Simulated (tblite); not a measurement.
C₄H₁₃FGeSi₂.
Numbering: `[CH3:1][SiH2:2][C@@H:3]([GeH3:4])[SiH2:5]/[CH:6]=[CH:7]/[F:8]` (hydrogens: H9, H10, H11 on C1; H12, H13 on Si2; H14 on C3; H15, H16, H17 on Ge4; H18, H19 on Si5; H20 on C6; H21 on C7)

Computed with GFN2-xTB (tblite), gas phase: L-BFGS steps from a force-field or distance-geometry start until the largest atomic force falls under 0.01 eV/Å.

At the end of the run (lengths in Å): Ge4–H17 1.496, Ge4–H15 1.501, C1–Si2 1.895, Si2–C3 1.908, Ge4–H16 1.503, C3–Ge4 1.971, Si5–C6 1.876, Si5–C6–C7 123.5°, Si2–C3–Si5 115.2°, Si2–C3–Ge4 109.2°, C3–Si5–C6 107.8°, C1–Si2–C3–Ge4 180°, Si2–C3–Si5–C6 -54°, C3–Si5–C6–C7 124°, H14–C3–Si5–C6 -174°, H18–Si5–C3–Si2 -172°.

**Question.** These geometries were met on the way; a selection of coordinates is given. Order them by energy above the end point, lowest first.
A. Ge4–H17 1.503, Ge4–H15 1.507, C1–Si2 1.902, Si2–C3 1.912, Ge4–H16 1.503, C3–Ge4 1.971, Si5–C6 1.883, Si5–C6–C7 123.2°, Si2–C3–Si5 113.0°, Si2–C3–Ge4 106.6°, C3–Si5–C6 110.1°, C1–Si2–C3–Ge4 146°, Si2–C3–Si5–C6 -110°, C3–Si5–C6–C7 151°, H14–C3–Si5–C6 132°, H18–Si5–C3–Si2 130°
B. Ge4–H17 1.512, Ge4–H15 1.503, C1–Si2 1.894, Si2–C3 1.904, Ge4–H16 1.523, C3–Ge4 1.964, Si5–C6 1.875, Si5–C6–C7 116.8°, Si2–C3–Si5 108.7°, Si2–C3–Ge4 104.2°, C3–Si5–C6 108.6°, C1–Si2–C3–Ge4 148°, Si2–C3–Si5–C6 -108°, C3–Si5–C6–C7 159°, H14–C3–Si5–C6 127°, H18–Si5–C3–Si2 132°
C. Ge4–H17 1.570, Ge4–H15 1.568, C1–Si2 1.849, Si2–C3 1.863, Ge4–H16 1.539, C3–Ge4 1.936, Si5–C6 1.845, Si5–C6–C7 115.4°, Si2–C3–Si5 107.6°, Si2–C3–Ge4 106.8°, C3–Si5–C6 109.5°, C1–Si2–C3–Ge4 147°, Si2–C3–Si5–C6 -111°, C3–Si5–C6–C7 159°, H14–C3–Si5–C6 125°, H18–Si5–C3–Si2 130°
D. Ge4–H17 1.495, Ge4–H15 1.502, C1–Si2 1.894, Si2–C3 1.908, Ge4–H16 1.503, C3–Ge4 1.969, Si5–C6 1.880, Si5–C6–C7 123.3°, Si2–C3–Si5 116.1°, Si2–C3–Ge4 110.7°, C3–Si5–C6 112.0°, C1–Si2–C3–Ge4 152°, Si2–C3–Si5–C6 -107°, C3–Si5–C6–C7 141°, H14–C3–Si5–C6 136°, H18–Si5–C3–Si2 135°
E. Ge4–H17 1.500, Ge4–H15 1.506, C1–Si2 1.901, Si2–C3 1.900, Ge4–H16 1.487, C3–Ge4 1.942, Si5–C6 1.888, Si5–C6–C7 119.0°, Si2–C3–Si5 111.4°, Si2–C3–Ge4 104.7°, C3–Si5–C6 108.4°, C1–Si2–C3–Ge4 148°, Si2–C3–Si5–C6 -107°, C3–Si5–C6–C7 155°, H14–C3–Si5–C6 130°, H18–Si5–C3–Si2 132°

**Answer.** D (0.090 eV), A (0.148 eV), E (0.240 eV), B (0.417 eV), C (0.695 eV).

```json
{"step": "59", "E above end (eV)": "0.090", "rms distance from the end, all atoms (Å)": "1.086", "largest force (eV/Å)": "0.067", "rms shift of all bonds from the end (Å)": "0.002"}
{"step": "17", "E above end (eV)": "0.148", "rms distance from the end, all atoms (Å)": "1.207", "largest force (eV/Å)": "0.223", "rms shift of all bonds from the end (Å)": "0.004"}
{"step": "8", "E above end (eV)": "0.240", "rms distance from the end, all atoms (Å)": "1.214", "largest force (eV/Å)": "0.623", "rms shift of all bonds from the end (Å)": "0.010"}
{"step": "3", "E above end (eV)": "0.417", "rms distance from the end, all atoms (Å)": "1.215", "largest force (eV/Å)": "0.543", "rms shift of all bonds from the end (Å)": "0.013"}
{"step": "0", "E above end (eV)": "0.695", "rms distance from the end, all atoms (Å)": "1.216", "largest force (eV/Å)": "1.947", "rms shift of all bonds from the end (Å)": "0.033"}
```

Rows stand in the order of the answer.
